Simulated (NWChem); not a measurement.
System meant: BeIF; SMILES [F][Be][I]

NWChem input:

```
start job
memory heap 200 mb stack 900 mb global 1100 mb
geometry units angstroms noautoz
  Be     0.000000     0.000000     1.560323
  F      0.000000     0.000000     2.949657
  I      0.000000     0.000000    -0.604781
end
basis spherical
  * library def2-svp
end
ecp
  I library def2-ecp
end
dft
  xc pbe0
  iterations 4
  mulliken
end
task dft energy
```

End of the output:

```
    Atom       Charge   Shell Charges
 -----------   ------   -------------------------------------------------------
    1 Be   4     3.79   1.96  0.40  0.14  0.85  0.44
    2 F    9     9.28   1.98  1.02  0.78  3.22  2.29  0.00
    3 I   25    24.92   1.25  0.73  1.02  0.74  2.77  3.19  2.52  2.67  9.48  0.54

 center of mass
 --------------
 x =   0.00000000 y =   0.00000000 z =  -0.10211579

 moments of inertia (a.u.)
 ------------------
         833.365717030112           0.000000000000           0.000000000000
           0.000000000000         833.365717030112           0.000000000000
           0.000000000000           0.000000000000           0.000000000000

     Multipole analysis of the density
     ---------------------------------

     L   x y z        total         alpha         beta         nuclear
     -   - - -        -----         -----         ----         -------
     0   0 0 0     -0.000000    -19.000000    -19.000000     38.000000

     1   1 0 0      0.000000      0.000000      0.000000      0.000000
     1   0 1 0      0.000000      0.000000      0.000000      0.000000
     1   0 0 1     -0.270097    -16.429784    -16.429784     32.589471

     2   2 0 0    -26.983898    -13.491949    -13.491949      0.000000
     2   1 1 0     -0.000000     -0.000000     -0.000000      0.000000
     2   1 0 1     -0.000000     -0.000000     -0.000000      0.000000
     2   0 2 0    -26.983898    -13.491949    -13.491949      0.000000
     2   0 1 1     -0.000000     -0.000000     -0.000000      0.000000
     2   0 0 2    -31.752772   -188.712331   -188.712331    345.671890

 ------------------------------------------------------------------------
 dft energy failed                                                                                  0
 ------------------------------------------------------------------------
 ------------------------------------------------------------------------
  current input line :
    19: task dft energy
 ------------------------------------------------------------------------
 ------------------------------------------------------------------------
 This type of error is most commonly associated with calculations not reaching convergence criteria
 ------------------------------------------------------------------------
 For more information see the NWChem manual at https://nwchemgit.github.io

0:dft energy failed:Received an Error in Communication
```

Question: What is wrong, and how is it mended?

Answer: Convergence was not reached. Cause: the SCF was allowed too few iterations. This input runs:
```
start job
memory heap 200 mb stack 900 mb global 1100 mb
geometry units angstroms noautoz
  Be     0.000000     0.000000     1.560323
  F      0.000000     0.000000     2.949657
  I      0.000000     0.000000    -0.604781
end
basis spherical
  * library def2-svp
end
ecp
  I library def2-ecp
end
dft
  xc pbe0
  iterations 150
  mulliken
end
task dft energy
```
It converges to -412.21800 Ha (PBE0/def2-SVP with def2 effective core potentials on I).
